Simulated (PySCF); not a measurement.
# Correlation energy of Si⁺ (silicon, charge +1)

[Ne] 3s2 3p1, 2P determinant. All numbers are calculated (PySCF 2.14, no relativity, point nucleus, in dyall-acv3z (19s12p6d4f, 113 functions)). Frozen: 1s2; 11 electrons correlated; the 18 highest virtual orbitals of each spin left out.

```
  level  correlation energy (mhartree)
   CCSD                        -355.43
    (T)                          -4.60
CCSD(T)                        -360.03
```

Diagnostics: T1 = 0.0094, D1 = 0.0366, largest double amplitude 0.097.

Cost of the coupled-cluster step: of the order of 80 core-seconds, for 11 correlated electrons.
